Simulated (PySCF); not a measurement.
Electron correlation in F²⁺ (fluorine, charge +2)

[He] 2s2 2p3, high-spin 4S determinant. Calculation: PySCF 2.14, in Sapporo-DZP-2012; scalar relativity by spin-free X2C-1e. Frozen: 1s2; 5 electrons correlated.

MP2 pair energies summed by pair of shells (mhartree):

```tsv
pair	energy	share (%)
2s-2p	-51.37	68.1
2p-2p	-16.56	21.9
2s-2s	-7.54	10.0
```

Total MP2 correlation energy: -75.47 mhartree.

Same-spin part -19.94 and opposite-spin part -55.53 mhartree; SCS-MP2 scales them by 1/3 and 6/5 to -73.28 mhartree.

| level | correlation energy (mhartree) |
| --- | --- |
| CCSD | -90.76 |
| (T) | -0.46 |
| CCSD(T) | -91.22 |

Diagnostics: T1 = 0.0033, D1 = 0.0058, largest double amplitude 0.036.

Cost of the coupled-cluster step: 0.1 s of wall time on 1 thread of Neoverse-V1 (shared host), for 5 correlated electrons.
